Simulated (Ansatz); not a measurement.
Geometry optimisation, RKS revPBE-D4/6-31G in Ansatz.

Input:

```yaml
crystal:
  periodic: [false, false, false]
  atoms:
    - { symbol: "N", position_ang: [-0.802, 1.7107, -0.3557] }
    - { symbol: Si, position_ang: [0.336, 0.5467, 0.2057] }
    - { symbol: Al, position_ang: [-0.6723, -0.811, 1.8529] }
    - { symbol: Si, position_ang: [1.0538, -0.725, -1.5064] }
    - { symbol: H, position_ang: [-1.1547, 2.2924, 0.4521] }
    - { symbol: H, position_ang: [-1.684, 1.2386, -0.7043] }
    - { symbol: H, position_ang: [1.5371, 1.2445, 0.7688] }
    - { symbol: H, position_ang: [-2.19339, -0.57981, 2.19956] }
    - { symbol: H, position_ang: [0.17082, -2.05232, 2.51069] }
    - { symbol: H, position_ang: [1.5968, 0.1044, -2.5186] }
    - { symbol: H, position_ang: [-0.2049, -1.4255, -2.0347] }
    - { symbol: H, position_ang: [1.9734, -1.7205, -1.0099] }
basis:
  gaussian: { orbitals: "6-31G" }
hamiltonian:
  xc: revpbe
  dispersion: d4
relax:
  f_tol: 0.015
  max_steps: 40
```

Launched with:

```bash
$ ansatz run input.yaml --threads 1 --pin off --max-ram 2048MiB --backend cpu --events-out ev --progress --plain --runs-dir out
```

Where does it end, and by what steps?

The forces met the threshold. The force dipped under the threshold on the way, but the program's further checks kept it going. Limits of this set-up: no polarisation functions. After 39 steps the energy has fallen by 0.881 eV; H5 moved furthest, 1.43 Å.

```tsv
step	energy less start (eV)	largest force component (eV/Å)	accepted
0	0.0000	3.673	yes
2	-0.7384	0.575	yes
4	-0.7786	0.784	yes
6	-0.8073	0.201	yes
8	-0.8190	0.366	yes
10	-0.8473	0.336	yes
12	-0.8648	0.130	yes
14	-0.8709	0.095	yes
16	-0.8766	0.033	yes
18	-0.8779	0.039	yes
20	-0.8785	0.067	no
22	-0.8790	0.012	yes
24	-0.8794	0.067	yes
26	-0.8796	0.075	yes
28	-0.8800	0.020	yes
30	-0.8802	0.018	yes
32	-0.8802	0.119	no
34	-0.8794	0.238	no
36	-0.8806	0.027	yes
38	-0.8806	0.025	yes
39	-0.8806	0.006	yes
```

```xyz
12
Properties=species:S:1:pos:R:3
N -0.968 1.710 -0.207
Si 0.252 0.512 0.326
Al -0.788 -1.009 1.971
Si 1.090 -0.710 -1.552
H -0.785 2.409 -0.921
H -1.884 1.773 0.224
H 1.492 1.165 0.951
H -2.356 -0.833 2.369
H 0.065 -2.214 2.645
H 1.554 0.219 -2.660
H 0.020 -1.616 -2.137
H 2.265 -1.585 -1.150
```

Run time: 2.5 min on 1 thread of Arm Neoverse V1, on a shared host, peak memory 0.14 GiB.
